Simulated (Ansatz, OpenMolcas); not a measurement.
## How basis sets differ on BrCl (bromine chloride)

BrCl: 2 atoms, total charge 0, spin state singlet. As SMILES, `ClBr`. Geometry: the measured bond length.

```xyz
2

Cl    0.0000    0.0000    0.0000
Br    0.0000    0.0000    2.1361
```

Quantity: the vertical energy of the triplet above the singlet, in eV. The values are calculated.

| level | kind | program | value (eV) | CPU time (all runs) |
| --- | --- | --- | --- | --- |
| HF/STO-3G | Hartree–Fock | OpenMolcas | 3.38 | 3.5 s |
| HF/3-21G | Hartree–Fock | Ansatz | 2.48 | 1 s |
| HF/def2-TZVP | Hartree–Fock | Ansatz | 2.58 | 5.7 s |
| HF/def2-TZVPPD | Hartree–Fock | Ansatz | 2.56 | 8.7 s |

All-electron rows without a relativistic Hamiltonian named are non-relativistic. Spin-orbit coupling, which can split open shells on such heavy atoms by tenths of an eV, is left out. The values span 2.48 to 3.38 eV. CPU times are rough (shared hosts, several kinds of processor): they show what a rung costs within a factor of a few.
